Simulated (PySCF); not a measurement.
Bond curve of TlC

Set-up: basis Tl def2-SVP with ECP60, C def2-SVP; scalar-relativistic core potentials; PySCF 2.14. Energies in eV from Tl + C in their ground configurations at the same level. All curves are PBE0. state 1: ⁴Σ⁻ (quartet), unpaired electrons σ ↑, π ↑↑; state 2: Ms = 0.5 determinant of mixed spin (⟨S²⟩ near 1.8), unpaired electrons σ ↓, π ↑↑, a second solution, started from another occupation; state 3: Ms = 0.5 determinant of mixed spin (⟨S²⟩ near 1.8), unpaired electrons σ ↑, π ↑↓, a mixture of terms (⟨Lz²⟩ = 2.0), a second solution, started from another occupation; state 4: ²Π (doublet), unpaired electrons π ↑, a second solution, started from another occupation.

```tsv
R (Å)	state 1	state 2	state 3	state 4
1.980	-2.171	-1.611	-1.528	-0.953
2.072	-2.496	-1.911	-1.840	-1.050
2.164	-2.675	-2.069	-2.008	-1.047
2.233	-2.737	-2.120	-2.065	-1.003
2.302	-2.754	-2.127	-2.078	-0.938
2.371	-2.734	-2.102	-2.056	-0.862
2.463	-2.666	-2.030	-1.988	-0.756
2.578	-2.536	-1.900	-1.858	-0.626
2.716	-2.338	-1.712	-1.664	-0.487
2.901	-2.047	-1.443	-1.380	-0.338
```

Put a parabola through the three lowest points of the state 1 curve and estimate Re, k and ωe (reduced mass 11.34 u; 1 eV/Å² = 0.16022 mdyn/Å; ωe = 1302.8·√(k/μ) cm⁻¹).

Through R = 2.233, 2.302, 2.371 Å the second-order coefficient is 3.89 eV/Å², so Re ≈ 2.299 Å, k ≈ 1.25 mdyn/Å and ωe ≈ 432 cm⁻¹. A polynomial fit of higher order to the unrounded PBE0 energies gives Re = 2.296 Å, k = 1.23 mdyn/Å, ωe = 428 cm⁻¹; anharmonicity and rounding make the difference.

The higher-order fit for each curve: state 1: Re = 2.296 Å, ωe = 428 cm⁻¹, De = 2.75 eV; state 2: Re = 2.281 Å, ωe = 424 cm⁻¹, minimum 2.13 eV below the ground-state fragments; state 3: Re = 2.290 Å, ωe = 424 cm⁻¹, minimum 2.08 eV below the ground-state fragments; state 4: Re = 2.112 Å, ωe = 479 cm⁻¹, minimum 1.06 eV below the ground-state fragments.

⟨S²⟩ of the unrestricted solution departs from its pure value on part of the curve, where spin states mix. These are scalar-relativistic numbers at best; spin–orbit coupling would shift them, the dissociation energy most. The state is the lowest determinant that a PBE0 search found; another state may lie lower at other levels.
